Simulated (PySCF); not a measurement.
(H2B-mu-NHMe)2: computed shieldings and shifts

(H2B-mu-NHMe)2, C2H12B2N2.

Bonds: B1-N4, B1-N9, N4-C5, N4-B6, B6-N9, N9-C10. B1 carries H2, H3; N4 carries H11; C5 carries H12, H13, H14; B6 carries H7, H8; N9 carries H15; C10 carries H16, H17, H18.

GIAO calculations in PySCF 2.14 on the PBE0-D3(BJ)/def2-SVP structure: isolated species, non-relativistic, equivalent atoms averaged; basis pcSseg-1.

Problem. Give the isotropic shieldings (ppm) with KT2, PBE0.

Solution. 
```
                  atoms                              environment    KT2   PBE0
                  N4/N9             nitrogen bonded to C, 2 B, H  232.2  241.7
                 C5/C10                  carbon bonded to N, 3 H  139.2  141.8
                  B1/B6                 boron bonded to 2 N, 2 H  105.0  107.7
            H2/H3/H7/H8        hydrogen on a boron bonded to 2 N  27.84  28.15
H12/H13/H14/H16/H17/H18         hydrogen on a carbon bonded to N  28.82  28.93
                H11/H15  hydrogen on a nitrogen bonded to C, 2 B  29.71  29.95
     HOMO–LUMO gap (eV)                                        –   6.65   8.85
```

Problem. And the chemical shifts, against references computed in the same way?

Solution. 
```tsv
atoms	nucleus, reference	KT2	PBE0
N4/N9	¹⁵N, NH3	32.1	24.0
C5/C10	¹³C, TMS	44.0	42.6
B1/B6	¹¹B, BF3·OEt2	-5.2	-7.0
H2/H3/H7/H8	¹H, TMS	3.34	3.12
H12/H13/H14/H16/H17/H18	¹H, TMS	2.36	2.34
H11/H15	¹H, TMS	1.47	1.31
```

Problem. Which part of the shielding of N4/N9 depends on the functional?

Solution. Diamagnetic: KT2 321, PBE0 322 ppm; paramagnetic: KT2 -89, PBE0 -80 ppm. The diamagnetic part, set mainly by inner electrons, hardly moves; the paramagnetic part goes with low-lying magnetically allowed excitations and carries the spread.

Problem. What couplings does B3LYP/pcJ-1 (spin–dipole term only in couplings to heteroatoms) give?

Solution. ¹J(C5,H12) = 142.7, ¹J(B1,H2) = 120.8, ¹J(N4,H11) = -74.9, ¹J(N4,C5) = -8.2, ¹J(B1,N4) = -8.2, ²J(H12,H13) = -12.6, ²J(H2,H3) = -7.2, ²J(B1,B6) = -3.9, ²J(N4,N9) = 3.8, ²J(B1,H11) = -3.2, ³J(H11,H12) = 7.5, ³J(H2,C5) = 6.9, ³J(H2,H11) = 5.1, ³J(B1,H12) = 4.1 Hz (averaged over equivalent pairs; isotopes ¹³C, ¹H, ¹¹B, ¹⁵N).

Experimental scales use liquid or dissolved standards, which lie at an offset from isolated NH3 (liquid NH3: subtract about 20 ppm).
